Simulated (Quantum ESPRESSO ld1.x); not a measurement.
Question: These are the eigenvalues of the occupied orbitals of an atom or ion with whole-number occupations (hartree). Method: scalar-relativistic Kohn-Sham, revPBE, spin-unpolarised, spherical densities, point nucleus; computed with ld1.x of Quantum ESPRESSO 7.5.

1s: -2252.03
2s: -491.721
2p: -451.882
3s: -195.817
3p: -183.834

Which element is it, and in what charge state? The configuration may be excited.

Answer: Z = 68, erbium, charge +53: Er53+ in [Ne] 3s2 3p3. The list shows which subshells hold electrons but not how many an open one holds; the 1s level, -2252 hartree, gives Z - s = 67.1 by -(Z - s)^2/2, which with screening and relativity narrows Z to a few neighbours, and the depths of the outer levels then fix element, charge and occupations together.
